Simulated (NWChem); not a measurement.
Molecule: GeH2OCl2; SMILES [Cl][GeH]([OH])[Cl]

```xyz
6

Ge    -0.3494     0.3315     0.0000
O     -1.8640    -0.5962     0.0000
Cl     0.8390    -0.1793     1.7400
Cl     0.8390    -0.1793    -1.7400
H     -0.7368     1.8179     0.0000
H     -1.6976    -1.5587     0.0000
```
Atoms are numbered in this order, from 1.

Program: NWChem. Medium grid unless said otherwise, to which SCAN and Minnesota functionals are sensitive. Coordinates come from a PBE-D3(BJ)/def2-SVP optimisation. Hybrids' shares of exact exchange are those that their runs print; pure functionals count as 0. The functionals differ in more than this share.

| row | share of exact exchange | orbital gap (eV) |
|---|---|---|
| PBE/def2-SVP | 0.00 | 5.60 |
| N12/def2-SVP | 0.00 | 5.55 |
| TPSSh/def2-SVP | 0.10 | 6.89 |
| B3LYP/def2-SVP | 0.20 | withheld |
| M05-2X/def2-SVP | 0.56 | 10.95 |

Question: Fit a straight line of the last column on the one before it, predict the withheld value, and compare with the run.

Answer: 
1. Means of the 4 shown rows: x = 0.165, y = 7.247. Slope Σ(x − x̄)(y − ȳ)/Σ(x − x̄)² = 2.038/0.2147 = 9.491; intercept 5.681.
2. The shown rows scatter about the line by 0.153 (root mean square); the largest residual is +0.26, at TPSSh/def2-SVP.
3. At x = 0.20 (B3LYP/def2-SVP; inside the shown range) the line gives 7.58.
4. The run gives 7.53, -0.05 from the line, 0.3 times the scatter.
